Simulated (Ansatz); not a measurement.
Two structures, one formula

Two relaxed structures of BH2IO, closed shell (PBE0-D4/def2-TZVP; forces vanish, vibrations not checked).

A:

O1  (-1.366, -1.300, -0.851)
B2  (1.222, 1.351, 0.440)
I3  (-0.192, 0.485, -0.649)
H4  (-1.154, -1.940, -0.163)
H5  (1.949, 1.234, 1.371)
(Å)

B:

```
atom    x (Å)    y (Å)    z (Å)
  O1  -0.5272  -0.9384  -0.2971
  B2   0.4022  -0.0828   0.1366
  I3   0.0161   2.0295   0.2346
  H4  -1.3606  -0.5302  -0.5535
  H5   1.4695  -0.4782   0.4794
```

Program: Ansatz 0.2.0. Basis: def2-TZVPP. Cores are frozen in the correlated methods. Filled d shells of the heavier atoms are correlated. Core potentials replace the inner electrons of the atoms past krypton. The def2 sets are not built for correlating such inner shells, so the correlated values are less sure here. B3LYP uses VWN-RPA correlation.

Q: Which structure is lower at CCSD(T), and by how much? (An estimate is asked for; the value comes from the calculation.)

A: By the calculation: B, by 534.1 kJ/mol (electronic energy, against the other). By their contacts, A is BH₂IO ([BH][I][OH]) and B is BH₂IO ([OH][BH][I]).

All methods give the same order:

```tsv
method	E(B) − E(A) (kJ/mol)
PBE-D4	-484.5
r2SCAN-D4	-517.2
PBE0-D4	-537.3
B3LYP-D4	-525.8
wB97M-V	-566.7
HF	-645.1
MP2	-545.2
CCSD	-563.1
CCSD(T)	-534.1
```

The T1 diagnostic stays at or below 0.025. The restricted Hartree–Fock reference is unstable towards an unrestricted one at one or more of these structures.

Labels in which every atom is bracketed show which atoms are joined, not bond orders.

For scale, one of the runs: CCSD(T)/def2-TZVPP, 140 basis functions, launched by `ansatz run in.yaml --threads 2 --pin off --events-out ev --progress --plain --max-ram 4352MiB`. The run took 29 s on 2 CPU threads of an Arm Neoverse V2 (shared host), with 0.95 GiB of host memory at its peak.
